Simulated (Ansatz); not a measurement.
The cluster Ti4Al⁺, 5 atoms. Hardware: 4 threads of Arm Neoverse V2 on a shared host.

Correlated methods freeze 25 core orbitals; core or outer-core shells of Ti are correlated, in sets that lack core-valence functions.

(1) How many basis functions does each of these Ansatz runs have, and roughly what does it cost? HF/STO-3G, charge 1 singlet, energy; PBE-D4/def2-TZVP, charge 1 singlet, energy and forces, from earlier orbitals; PBE0-D4/def2-SVP, charge 1 singlet, energy, from earlier orbitals; PBE-D4/def2-SVP, charge 1 singlet, energy, from earlier orbitals; PBE0-D4/def2-TZVP, charge 1 singlet, energy, from earlier orbitals; LDA (SPW92)/def2-TZVP, charge 1 singlet, energy, from earlier orbitals; BHLYP-D4/def2-TZVP, charge 1 singlet, energy, from earlier orbitals; B3LYP-D4/def2-SVP, charge 1 singlet, relaxation, 11 steps; MP2/def2-TZVP, charge 1 singlet, energy, from earlier orbitals; CCSD(T)/def2-SVP, charge 1 singlet, energy, from earlier orbitals; B97M-V/def2-TZVP, charge 1 singlet, energy, from earlier orbitals; r2SCAN-D4/def2-TZVP, charge 1 singlet, energy, from earlier orbitals.

## Answers

(1) Other jobs shared the machine, so times can vary by a factor of up to 3. A dash marks memory too small to be measured apart from the calling script's.

| run | functions | fitting or Cholesky vectors | wall time | peak host memory (GiB) |
| --- | --- | --- | --- | --- |
| HF/STO-3G, charge 1 singlet, energy | 81 | 1047 | 1.4 s | – |
| LDA (SPW92)/def2-TZVP, charge 1 singlet, energy, from earlier orbitals | 217 | 1911 | 3.8 s | – |
| PBE-D4/def2-SVP, charge 1 singlet, energy, from earlier orbitals | 142 | 1713 | 4 s | – |
| PBE-D4/def2-TZVP, charge 1 singlet, energy and forces, from earlier orbitals | 217 | 1911 | 7 s | – |
| PBE0-D4/def2-SVP, charge 1 singlet, energy, from earlier orbitals | 142 | 1558 | 9 s | – |
| r2SCAN-D4/def2-TZVP, charge 1 singlet, energy, from earlier orbitals | 217 | 1911 | 14 s | – |
| PBE0-D4/def2-TZVP, charge 1 singlet, energy, from earlier orbitals | 217 | 2143 | 15 s | 1 |
| B97M-V/def2-TZVP, charge 1 singlet, energy, from earlier orbitals | 217 | 1911 | 24 s | 0.62 |
| BHLYP-D4/def2-TZVP, charge 1 singlet, energy, from earlier orbitals | 217 | 2372 | 31 s | 1.4 |
| MP2/def2-TZVP, charge 1 singlet, energy, from earlier orbitals | 217 | 1834 | 64 s | 1.3 |
| B3LYP-D4/def2-SVP, charge 1 singlet, relaxation, 11 steps | 142 | 1738 | 74 s | – |
| CCSD(T)/def2-SVP, charge 1 singlet, energy, from earlier orbitals | 142 | 1558 | 4 min | 1.1 |
